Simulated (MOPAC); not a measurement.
MOPAC input (MNDO):

```
MNDO PRECISE GNORM=0.05 LET XYZ GEO-OK AUX(PRECISION=9) THREADS=1
SSi

Si   -0.00000000 1   -0.00000000 1   -1.03359800 1
S     0.00000000 1    0.00000000 1    0.90439800 1
```

From the output:

```
                                                       MOPAC v23.2.5 Linux

          FINAL HEAT OF FORMATION =         71.75440 KCAL/MOL =     300.22042 KJ/MOL

          COSMO AREA              =         94.21 SQUARE ANGSTROMS
          COSMO VOLUME            =         82.41 CUBIC ANGSTROMS

          GRADIENT NORM           =          0.00977          =       0.00691 PER ATOM
          IONIZATION POTENTIAL    =          9.438466 EV
          HOMO LUMO ENERGIES (EV) =         -9.438 -0.376
          NO. OF FILLED LEVELS    =          5
          MOLECULAR WEIGHT        =         60.1455         POINT GROUP:  C*v

          MOLECULAR DIMENSIONS (Angstroms)

            Atom       Atom       Distance
            S     2   Si     1     1.82241
            S     2   Si     1     0.00000
           Si     1    S     2     0.00000

          SCF CALCULATIONS        =          7

   ATOM   CHEMICAL          X               Y               Z
  NUMBER   SYMBOL      (ANGSTROMS)     (ANGSTROMS)     (ANGSTROMS)

     1      Si          0.00000000  *   0.00000000  *  -0.97580629  *
     2       S          0.00000000  *  -0.00000000  *   0.84660629  *

                             CARTESIAN COORDINATES

   1   Si        0.000000000     0.000000000    -0.975806295
   2    S        0.000000000    -0.000000000     0.846606295

           Empirical Formula: Si S  =     2 atoms

      MOLECULAR POINT GROUP   :   C*v

                  EIGENVALUES
 -22.13994 -12.27094  -9.61297  -9.61297  -9.43847  -0.37594  -0.37594   2.05159

              NET ATOMIC CHARGES AND DIPOLE CONTRIBUTIONS

  ATOM NO.   TYPE          CHARGE      No. of ELECS.   s-Pop       p-Pop
    1         Si           0.721640        3.2784     1.81824     1.46012
    2          S          -0.721640        6.7216     1.90889     4.81275
 DIPOLE           X         Y         Z       TOTAL
 POINT-CHG.     0.000     0.000    -6.317     6.317
 HYBRID        -0.000    -0.000     1.813     1.813
 SUM           -0.000    -0.000    -4.503     4.503

          ATOMIC ORBITAL ELECTRON POPULATIONS

     Atom    s        px        py        pz
    1 Si   1.81824   0.29615   0.29615   0.86782
    2  S   1.90889   1.70385   1.70385   1.40504

 **********************
 *                    *
 * JOB ENDED NORMALLY *
 *                    *
 **********************

 == MOPAC DONE ==
```

The geometry given is a B3LYP-D3(BJ)/def2-TZVP minimum.
